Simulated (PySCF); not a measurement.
Compound: C₅H₁₁ClSi₂.
Atom-mapped SMILES: `[SiH3:1][C:2]1=[CH:3][SiH2:4][CH2:5][C@@H:6]1[CH2:7][Cl:8]`

Structure used (GFN2-xTB), in Å, numbered top down from 1:
```
atom  x, y, z in Å
Si1    2.1914   -0.5172    1.3245
C2     0.5902   -0.5502    0.3288
C3     0.2213   -1.5416   -0.4882
Si4   -1.4773   -1.2686   -1.2452
C5    -1.7624    0.1902   -0.0558
C6    -0.3678    0.6193    0.4231
C7     0.1973    1.7267   -0.4606
Cl8   -0.7414    3.2353   -0.3095
H9     2.8292   -1.8299    1.2413
H10    1.8671   -0.1886    2.7151
H11    3.0988    0.5033    0.7878
H12    0.8569   -2.3998   -0.6423
H13   -1.4354   -0.8884   -2.6617
H14   -2.4143   -2.3755   -1.0448
H15   -2.3471   -0.1396    0.8034
H16   -2.2936    1.0361   -0.4858
H17   -0.4059    0.9926    1.4526
H18    0.1616    1.4319   -1.5100
H19    1.2214    1.9732   -0.1800
```

NICS = −σ at a ghost point: NICS(0) at the centroid of the ring atoms, NICS(1) 1 Å to either side along the normal of their mean plane, zz for the tensor component along that normal. Level: GIAO PBE0/pcSseg-1 (PySCF, non-relativistic, gas phase) on the GFN2-xTB geometry, one conformer.

Ring bond lengths (Å), with Mayer bond orders in brackets: C2–C3 1.337 (1.89), C3–Si4 1.880 (0.89), Si4–C5 1.904 (0.92), C5–C6 1.536 (1.01), C6–C2 1.515 (0.98).

Task: What do the NICS probes read (ppm)?

Result: 
```
           ring                                                      type  NICS(0)  NICS(1), two faces  NICS(1)zz, two faces  rms pucker (Å)  centre to ring atoms, mean (Å)
C2–C3–Si4–C5–C6  5-membered ring with Si; formal bonds 1 double, 4 single     -2.0         -3.8 / -3.5           -3.3 / -2.1            0.12                            1.38
```

Task: What do they say, and how far can they be read as aromaticity?

Result: 
- C2–C3–Si4–C5–C6: mean NICS(1)zz -2.7 ppm, near zero. Si4, C5, C6 have four or more neighbours, so the value isn't read as a sign of a π ring current.

Task: What is the mean of the two in-plane components of NICS at the first NICS(1) probe listed for ring C2–C3–Si4–C5–C6, 1 Å off the ring?

Result: The isotropic value is a third of the trace: (3 × -3.8 − (-3.3))/2 = -4.0 ppm.

Task: Give the inner angles of the rings and the Hirshfeld charges of the ring atoms.

Result: 
- C2–C3–Si4–C5–C6: C2 115.9° (-0.074 e), C3 112.8° (-0.137 e), Si4 89.7° (+0.337 e), C5 105.8° (-0.165 e), C6 109.8° (-0.033 e); sum 534.1° against 540° for a flat convex ring.
